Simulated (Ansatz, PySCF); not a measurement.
Torsion H3–S1–S2–H4 in H2S2 (SMILES SS); at each angle all else is relaxed with GFN2-xTB, and the levels are single points there.
Geometry at 100° (charge 0, multiplicity 1):
```xyz
4

S     -0.9280     0.5481     0.4254
S      0.9248     0.3984    -0.4292
H     -1.5526    -0.3714    -0.3223
H      0.8478     1.4700    -1.2295
```

On the grid 0° to 180°, 0° is the highest and 100° the lowest point at CCSD(T)/CBS(cc-pV(T+d)Z, cc-pV(Q+d)Z).

Frozen-core correlation. CBS(a, b) extrapolates the correlation energy as X⁻³ and adds the Hartree–Fock energy of set b.

Codes used: Ansatz (Gaussian orbitals); PySCF for M06-2X, the dispersion terms. 

| level | energy at 0° less that at 100° (kJ/mol) |
|---|---|
| SVWN5/def2-TZVPP | 35.9 |
| PBE-D4/def2-TZVPP | (withheld) |
| BLYP-D3(BJ)/def2-TZVPP | (withheld) |
| B3LYP/def2-TZVPP | 32.9 |
| PBE0-D3(BJ)/def2-TZVPP | 35.1 |
| PBE0-D4/def2-TZVPP | 35.1 |
| M06-2X/def2-TZVPP | 33.4 |
| SCS-MP2/cc-pV(T+d)Z | 32.7 |
| CCSD(T)/CBS(cc-pV(T+d)Z, cc-pV(Q+d)Z) | 32.9 |

Problem. Fill in the missing entries.

Solution. 
- PBE-D4/def2-TZVPP, energy at 0° less that at 100° (kJ/mol): 34.4
- BLYP-D3(BJ)/def2-TZVPP, energy at 0° less that at 100° (kJ/mol): 31.8

Ansatz is a program for electronic structure.
